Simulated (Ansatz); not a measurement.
Species: sum formula H6SiN3O (charge 0, doublet). It need not be the lowest isomer of its formula. 
Coordinates optimised at B3LYP-D3(BJ)/def2-TZVP (Ansatz, an electronic-structure program):
```
Si
O 1 1.6263
N 1 1.6975 2 110.25
H 3 1.0052 1 121.95 2 -17.57
H 3 1.0053 4 113.64 1 172.98
N 1 1.7085 2 121.49 3 126.24
H 6 1.0078 1 121.46 2 66.63
H 6 1.0079 7 110.90 1 147.51
N 1 1.7446 2 95.93 3 -119.91
H 9 1.0104 1 117.77 2 66.16
H 9 1.0108 10 110.26 1 143.43
```
Charge 0, spin multiplicity 2.

Wanted: atomisation energy (electronic, to ground-state atoms), in eV. Correlated levels leave the core frozen unless marked. UHF or UKS for open shells. Spin-orbit coupling is left out. No relativistic terms. The coupled-cluster limit lacks core correlation, which all-electron functionals hold. CBS marks a two-point X^-3 extrapolation of the correlation energy; Hartree-Fock from the larger set.

```csv
level,program,atomisation energy (eV),minus last row
HF/6-31G,Ansatz,21.64,-19.05
PBE0-D3(BJ)/def2-TZVPD,Ansatz + dftd3,40.52,-0.17
r2SCANh-D4/def2-TZVPD,Ansatz + dftd4,40.25,-0.44
CAM-B3LYP-D3(BJ)/def2-TZVPD,Ansatz + dftd3,41.13,0.44
MP2/cc-pV(D+d)Z,Ansatz,35.95,-4.74
MP2/cc-pV(Q+d)Z,Ansatz,40.53,-0.16
CCSD/6-31G*,Ansatz,34.39,-6.30
CCSD/cc-pV(D+d)Z,Ansatz,35.07,-5.62
CCSD(T)/cc-pwCVTZ,Ansatz,39.18,-1.51
"CCSD(T)/CBS(cc-pV(T+d)Z,cc-pV(Q+d)Z)",Ansatz,40.69,0.00
```
